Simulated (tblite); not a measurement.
C2H5F3SSi.
Bonds: F1–C2, C2–C3, C3–F4, C3–F5, C3–Si6, Si6–S7. Hydrogens: H8, H9 on C2; H10, H11 on Si6; H12 on S7.

A start from a force field or distance geometry was refined with GFN2-xTB geometry optimisation, gas phase (tblite 0.8.0). Values at the start:

| coordinate | start |
| --- | --- |
| F1–C2 | 1.396 Å |
| C2–C3 | 1.489 Å |
| C2–H8 | 1.118 Å |
| C3–F4 | 1.390 Å |
| C3–Si6 | 1.859 Å |
| Si6–S7 | 2.164 Å |
| Si6–H10 | 1.464 Å |
| S7–H12 | 1.431 Å |
| F1–C2–C3 | 113.2° |
| C2–C3–F4 | 111.3° |
| C2–C3–F5 | 106.3° |
| C2–C3–Si6 | 113.8° |
| C3–Si6–S7 | 107.4° |
| F4–C3–F5 | 106.9° |
| F4–C3–Si6 | 111.8° |
| F5–C3–Si6 | 106.1° |

How do these coordinates change at the GFN2-xTB level?

| coordinate | GFN2-xTB (Å or °) | change |
| --- | --- | --- |
| S7–H12 | 1.326 | -0.105 |
| C3–Si6 | 1.950 | +0.091 |
| C2–C3 | 1.523 | +0.034 |
| Si6–S7 | 2.135 | -0.029 |
| C2–H8 | 1.093 | -0.025 |
| F1–C2 | 1.374 | -0.022 |
| C3–F4 | 1.368 | -0.022 |
| Si6–H10 | 1.454 | -0.010 |
| F1–C2–C3 | 109.2 | -4.0 |
| C3–Si6–S7 | 110.8 | +3.4 |
| C2–C3–F5 | 109.5 | +3.2 |
| C2–C3–F4 | 108.5 | -2.8 |
| F4–C3–F5 | 104.3 | -2.6 |
| F5–C3–Si6 | 108.1 | +2.0 |
| C2–C3–Si6 | 115.6 | +1.8 |
| F4–C3–Si6 | 110.3 | -1.5 |

The energy falls by 40.9 kJ/mol over 152 L-BFGS steps, the largest force on an atom goes from 2.04 to 0.007 eV/Å, and the atoms move by 0.819 Å rms after alignment. The bond that changes most is S7–H12 (ends: sulfur bonded to Si and H; S–H hydrogen), which shortens by 0.105 Å. Bonds longer at the end by more than 0.005 Å: 2 of 11; shorter: 9. Among the dihedrals that turn most is F1–C2–C3–Si6, from -66° to 23°. Rotational constants go from 2220, 1321, 1075 to 2341, 1247, 1055 MHz.

Hardware: one thread of an Intel Xeon Platinum 8488C, shared host with 192 logical CPUs at a one-minute load of 106. Cost: 0.89 s wall.

Its GFN2-xTB frequencies are all real (lowest 45 cm⁻¹). One conformer, not necessarily the lowest. 3 starts were optimised and ended at 0.00, 0.01 and 0.08 kcal/mol (GFN2-xTB); the lowest of these is shown.

All values are computed, not measured.
